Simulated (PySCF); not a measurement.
# Gas-phase thermal properties of AlBr₃

Method: PySCF energies (xtb for GFN2) plus ideal-gas RRHO corrections (1 bar). Table values come from the NASA 1993 polynomials. 6-31G* has spherical d functions here. All species are closed-shell singlets. B3LYP is the form with VWN-RPA correlation. Br: all electrons, no relativistic terms. The harmonic model lacks anharmonicity and excited electronic states, which grow with temperature; levels with a mode under 35 cm⁻¹ are left out. Soft modes under 120 cm⁻¹ make the harmonic entropy rough for AlBr₃. The table's entry may be an old estimate for AlBr₃ (not checked at source).

```
level           point group  σ  ZPE (kJ/mol)  S°298 (J/mol/K)  Cp298 (J/mol/K)  S°1000 (J/mol/K)  H1000 − H298 (kJ/mol)
--------------  -----------  -  ------------  ---------------  ---------------  ----------------  ---------------------
table                     -  -             -            349.5             75.4             446.1                   56.5
B3LYP/6-31G*            D3h  6           9.5            348.9             75.5             445.6                   56.5
GFN2-xTB                D3h  6           9.9            351.2             74.6             447.4                   56.3
HF/6-31G*               D3h  6          10.0            346.0             74.8             442.4                   56.4
PBE/def2-SVP            D3h  6           9.4            349.7             75.5             446.5                   56.6
PBE0/def2-TZVP          D3h  6           9.6            348.7             75.3             445.4                   56.5
```
σ: rotational symmetry number. Electronic degeneracy used: 1. Frequencies are unscaled.
